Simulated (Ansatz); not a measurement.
Molecule: CH2Cl (charge +1, singlet). 
Geometry from a B3LYP-D3(BJ)/def2-TZVP (Ansatz, a program for electronic structure) optimisation:
```xyz
4

C     -1.0411     0.0044    -0.0059
Cl     0.5527    -0.0023     0.0031
H     -1.5701     0.9565    -0.0356
H     -1.5783    -0.9433     0.0178
```
Charge +1, spin multiplicity 1.

Basis-set convergence of Hartree-Fock and CCSD correlation energies (hartree) with Ansatz. Valence correlation only, unless marked. Spin-orbit coupling is left out. Non-relativistic.

```json
[
 {"basis": "cc-pV(D+d)Z", "functions": "47", "E(HF)": "-498.18044", "E(corr, CCSD)": "-0.28820"},
 {"basis": "cc-pV(T+d)Z", "functions": "97", "E(HF)": "-498.20946", "E(corr, CCSD)": "-0.35990"},
 {"basis": "cc-pV(Q+d)Z", "functions": "179", "E(HF)": "-498.21581", "E(corr, CCSD)": "-0.38302"}
]
```

Extrapolating the two largest sets (X = 3 and 4) as X^-3: E(corr) = (64·(-0.38302) - 27·(-0.35990))/37 = -0.3999 Eh, an estimate of the basis-set limit. The largest set recovers 95.8 % of it, the smallest 72.1 %.
